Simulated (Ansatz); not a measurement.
## Four-centre ligand exchange

Start structure (BSiH7O3, singlet), relaxed at PBE0-D4/def2-TZVP:

```
12
angstrom
B 1.7331 0.1195 -0.1742
H 1.9055 0.8218 -1.1289
O 1.9037 0.5612 1.1032
O 1.4131 -1.1840 -0.3820
H -1.0292 1.2081 -1.3741
O -1.0017 0.9997 -0.4396
Si -1.8870 -0.2991 0.0694
H 2.0933 1.4991 1.1535
H 1.3212 -1.6658 0.4464
H -1.8909 -1.3854 -0.9450
H -1.2651 -0.7689 1.3295
H -3.2961 0.0940 0.3417
```

The step: BH₃O₂ ([OH][BH][OH]) + SiH₄O ([OH][SiH3]) → BSiH₅O₃ ([OH][B]([OH])[O][SiH3]) + H₂; bonds formed: B1–O6, H2–H5; bonds broken: B1–H2, H5–O6. Ansatz 0.2.0; basis: def2-TZVPP and def2-QZVPP; cores frozen in the correlated methods. Extrapolation: Hartree–Fock as exp(−7.88 √X), correlation as X^−2.97. Energies below are by CCSD(T) at an estimated basis limit (MP2 extrapolated from triple and quadruple zeta, plus CCSD(T) − MP2 in triple zeta).

(1) What are the electronic barrier and the energy of the step, from the start structure to the end structure? (An estimate is asked for; the value comes from the calculation.)

The T1 diagnostic stays at or below 0.013.

Answers

(1) By the calculation: Barrier 1.466 eV; step energy -1.031 eV (downhill); reverse barrier, their difference, 2.497 eV. Barrier and step energy count from the start structure, the reverse barrier from the end structure.

The saddle point: One imaginary mode of 1390i cm⁻¹.
```json
{"pair": "B1–O6", "start (Å)": "2.89", "saddle (Å)": "1.60", "end (Å)": "1.36"}
{"pair": "H2–H5", "start (Å)": "2.97", "saddle (Å)": "1.07", "end (Å)": "0.75"}
{"pair": "B1–H2", "start (Å)": "1.20", "saddle (Å)": "1.40", "end (Å)": "3.10"}
{"pair": "H5–O6", "start (Å)": "0.96", "saddle (Å)": "1.18", "end (Å)": "3.29"}
```

Zero-point energy (harmonic, PBE0-D4): ZPE is 2.236 eV at the start and 2.135 eV at the saddle, so the barrier goes from 1.466 to 1.364 eV.

The step is the kind of ligand exchange by which a precursor binds to a hydroxyl group, or is hydrolysed, in atomic layer deposition of oxides.

Labels in which every atom is bracketed show which atoms are joined, not bond orders.

For scale, one of the runs: CCSD(T)/def2-TZVPP, 264 basis functions, launched by `ansatz run in.yaml --threads 8 --pin off --events-out ev --progress --plain --max-ram 19148MiB`. The run took 29 s on 8 CPU threads of an Intel Xeon 6975P-C (shared host), with 7.3 GiB of host memory at its peak.
